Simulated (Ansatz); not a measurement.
A run for Ansatz (an electronic-structure program): R-wB97M-V/def2-TZVPPD on CH7ClSi (a complex), monomers drawn apart or pushed together. Files ending in .json are basis or fitting sets from the Basis Set Exchange.

Ansatz 0.2 input:
```yaml
crystal:
  periodic: [false, false, false]
  atoms:
    - {symbol: Cl, position_ang: [-0.56148929, -0.68711842, -0.50006534]}
    - {symbol: H, position_ang: [-0.12151837, -0.26959638, 0.63588191]}
    - {symbol: C, position_ang: [0.36163164, 0.84302290, 5.34452472]}
    - {symbol: Si, position_ang: [-0.18781470, -0.20646778, 3.89421275]}
    - {symbol: H, position_ang: [0.10639869, 1.89198485, 5.18526118]}
    - {symbol: H, position_ang: [1.44109100, 0.77372055, 5.48879012]}
    - {symbol: H, position_ang: [-0.12478022, 0.51220598, 6.26405201]}
    - {symbol: H, position_ang: [-1.64867312, -0.10262801, 3.67301126]}
    - {symbol: H, position_ang: [0.16975435, -1.63052186, 4.08900499]}
    - {symbol: H, position_ang: [0.48883822, 0.25888966, 2.65093510]}
basis:
  gaussian:
    orbitals: def2-TZVPPD.json
hamiltonian:
  xc: {name: wB97M-V}
scf: {lower_state_search: off}
```

The head of its log:

```
WARN ansatz: RAYON_NUM_THREADS=2 ignored (pool sized by the plan → 2); use --threads N
Functional definition: wB97M-V
these checks for a lower state are left out or cut short: stability, starts, cluster_reference, orbital_swaps, neighbouring_geometries, increment
integrals: 0.24 GiB planned
1224 factors; their error is unknown
integrals: 0.28 GiB planned
357 factors; integrals over basis functions are off by at most 3.9e-5 eV
mean field: 1.92 GiB planned
mean field evaluation 1: about -21547.3812 eV, gradient 3.6e1 eV
mean field evaluation 2: about -21548.6562 eV, gradient 2.7e1 eV
```

Question: Give the final energy of this run.

Answer: -791.9611 hartree.
